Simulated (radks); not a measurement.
Excited configurations of Zr IV: one electron is placed in a higher orbital outside [Kr]. The ground configuration is [Kr] 4d1. All-electron calculation, scalar-relativistic Kohn-Sham, PBE, spin-polarised, spherical densities, finite nucleus; open shells are filled with parallel spins first (spin-orbit coupling, left out, can overturn this in heavy ions); Fermi nuclear charge, rms radius 4.2694 fm. Program: a radial shooting solver on a logarithmic mesh with Libxc functionals. Excitation = E - E(ground); binding = E(ion) - E, where the ion is the core of charge +4; n* = 4/sqrt(2 binding) in atomic units, and the quantum defect is n - n*.

outer orbital	excitation (eV)	binding (eV)	n*	quantum defect	eigenvalue (eV)	<r> (bohr)
4f	19.437	15.003	3.809	0.191	-12.386	3.807
5s	4.474	29.967	2.695	2.305	-26.481	2.850
5p	10.029	24.411	2.986	2.014	-21.485	3.270
5d	17.586	16.854	3.594	1.406	-14.813	4.317
5f	24.343	10.097	4.643	0.357	-8.734	6.685
7s	24.295	10.145	4.632	2.368	-9.160	8.304
7d	27.251	7.189	5.503	1.497	-6.449	11.03

The Delta-SCF ionisation energy is 34.440 eV (NIST Atomic Spectra Database: 34.418 eV, measured). Self-interaction in the functional shifts the binding energies and quantum defects, so they are the method's values and not measured ones. Open shells are spherical and high-spin; term and fine-structure splittings are not resolved.
